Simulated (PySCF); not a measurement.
Rh²⁺ (rhodium, charge +2) across methods

[Kr] 4d6 5p1, one real determinant (an excited configuration). Computed with PySCF 2.14 in aug-cc-pwCVDZ-PP with ECP28MDF, with scalar relativity through the core potential.

| method | E (hartree) | mean ε 4d α (eV) | mean ε 4d β (eV) | mean ε 5p α (eV) | Σ⟨r²⟩ (bohr²) | ⟨S²⟩ |
| --- | --- | --- | --- | --- | --- | --- |
| BLYP | -108.7305 | -31.407 | -28.800 | -16.546 | 34.08 | 8.751 |
| r2SCAN | -108.8136 | -32.237 | -28.819 | -16.838 | 33.92 | 8.751 |
| B3LYP | -108.8014 | -33.318 | -30.452 | -17.225 | 34.08 | 8.751 |
| PBE0 | -108.7688 | -33.838 | -30.690 | -17.368 | 34.05 | 8.751 |
| UHF | -108.17627 | -39.510 | -35.227 | -18.858 | 34.48 | 8.753 |
| PBE | -108.7730 | -31.663 | -28.808 | -16.718 | 34.05 | 8.751 |
| wB97M-V | -108.6974 | -36.217 | -33.268 | -19.128 | 34.12 | 8.751 |
| PW91 | -108.8220 | -31.733 | -28.901 | -16.788 | 34.02 | 8.751 |

Question: Estimate the same row for LDA.

Answer: E (hartree) = -108.5174; mean ε 4d α (eV) = -31.752; mean ε 4d β (eV) = -28.730; mean ε 5p α (eV) = -16.874; Σ⟨r²⟩ (bohr²) = 34.08; ⟨S²⟩ = 8.750.

⟨L²⟩ = 8.01 against 12 for a pure F term, so this real determinant mixes terms. Energies and moments cover only the electrons outside the core potential.
